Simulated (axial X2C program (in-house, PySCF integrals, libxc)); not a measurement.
**ScI⁺: cheaper levels and CCSD(T), with spin–orbit coupling**

Calculated with an axial X2C code built on PySCF integrals. Two-component (2c) means X2C with spin–orbit coupling and atomic mean-field two-electron Coulomb and Gaunt terms. Basis: I dyall-cv3z [11s12p8d4f1g], Sc dyall-cv3z [10s11p7d5f2g] (cores contracted in-house); Gaussian nuclei, density fitting, unrestricted open shells. Masses: I 126.904 u, Sc 44.956 u.

State: Ω = 3/2 (⟨Sz⟩ = -0.50, ⟨Lz⟩ = 2.00 at HF); fragments I + Sc+.

```
    level  Re (Å)  ωe (cm⁻¹)
     PBE0   2.586      308.2
       HF   2.670      293.5
      MP2   2.649      297.5
     CCSD   2.646      298.2
BHandHLYP   2.610      305.0
```

Correlated methods: 9 electrons correlated (number of frozen shells: I 4 s, 3 p, 2 d; Sc 3 s, 2 p), 351 virtual spin orbitals or spinors in MP2, 90 natural virtuals in coupled cluster.

CCSD(T), same Hamiltonian and basis:

Re = 2.645 Å, ωe = 297.8 cm⁻¹; T1 = 0.016 (Lee–Taylor normalisation).

(1) Give the differences from CCSD(T) in the columns below.

De is not given where an atomic determinant may have missed its ground term or J level, or where the truncated virtual space spoils (T). Density functionals use the spin component along the axis (collinear). Coupled cluster ran in a truncated set of natural virtual spinors; the MP2 energy of the rest was added. (T) has no such correction and the atoms are truncated less, which lowers De at CCSD(T) by a hundredth of an eV or more. Without a current term, density functionals place determinants with orbital angular momentum somewhat too high. The state is one determinant with fixed occupations, lowest in a PBE0 search at one distance only: followed along the bond, the spin-free determinant M_S = 1/2, Λ = 0 reaches 0.01 eV lower at PBE0, at Re = 2.532 Å, so the state shown is not the lowest. The outer-core s and p shells of the metal are frozen in the correlated rows, which leaves out core–valence correlation; for alkali and alkaline-earth bonds that tends to lengthen them. With the outer-core shells frozen, correlated bond lengths of heavy atoms tend to come out a few hundredths of an ångström too long.

## Answers

(1) 

| level | ΔRe (Å) | Δωe (cm⁻¹) |
| --- | --- | --- |
| PBE0 | -0.059 | 10.4 |
| HF | 0.025 | -4.3 |
| MP2 | 0.004 | -0.3 |
| CCSD | 0.001 | 0.4 |
| BHandHLYP | -0.035 | 7.2 |
